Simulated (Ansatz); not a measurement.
`C=NC(N)(O)F` and `N[C](O)(F)[GeH3]` differ in one atom or group.

Ansatz, PBE0-D4/def2-TZVP geometries, multiplicity 1. Each molecule was computed in one conformer, which needn't be the lowest.

Scalar relativity is left out up to krypton.

```json
{"property": "HOMO–LUMO gap (PBE0/def2-TZVPP) / eV", "`C=NC(N)(O)F`": "7.24"}
{"property": "size of the dipole moment (PBE/def2-TZVPP) / D", "`C=NC(N)(O)F`": "1.62"}
{"property": "HOMO–LUMO gap (ωB97M-V/def2-TZVPP) / eV", "`C=NC(N)(O)F`": "11.87"}
{"property": "size of the dipole moment (ωB97M-V/def2-TZVPP) / D", "`C=NC(N)(O)F`": "1.70"}
{"property": "HOMO–LUMO gap (B3LYP/def2-TZVPP) / eV", "`C=NC(N)(O)F`": "6.74"}
{"property": "LUMO energy (B3LYP/def2-TZVPP) / eV", "`C=NC(N)(O)F`": "-1.02"}
```

(1) What does the change do to each property? (Estimate.)

Results:

(1) The calculation gave: 
| property | `N[C](O)(F)[GeH3]` | shift |
| --- | --- | --- |
| HOMO–LUMO gap (PBE0/def2-TZVPP) / eV | 8.26 | 1.02 |
| size of the dipole moment (PBE/def2-TZVPP) / D | 2.30 | 0.68 |
| HOMO–LUMO gap (ωB97M-V/def2-TZVPP) / eV | 12.05 | 0.18 |
| size of the dipole moment (ωB97M-V/def2-TZVPP) / D | 2.31 | 0.61 |
| HOMO–LUMO gap (B3LYP/def2-TZVPP) / eV | 7.66 | 0.92 |
| LUMO energy (B3LYP/def2-TZVPP) / eV | 0.23 | 1.25 |

With PBE0 the HOMO rises by 0.32 eV and the LUMO rises by 1.35 eV, so the gap widens by about 1.03 eV. PBE moves the HOMO by 0.27 eV and ωB97M-V by 0.36 eV. Dipoles are sizes alone; their direction can turn.

B3LYP here is the variant with VWN-RPA as its local correlation; programs differ in this.
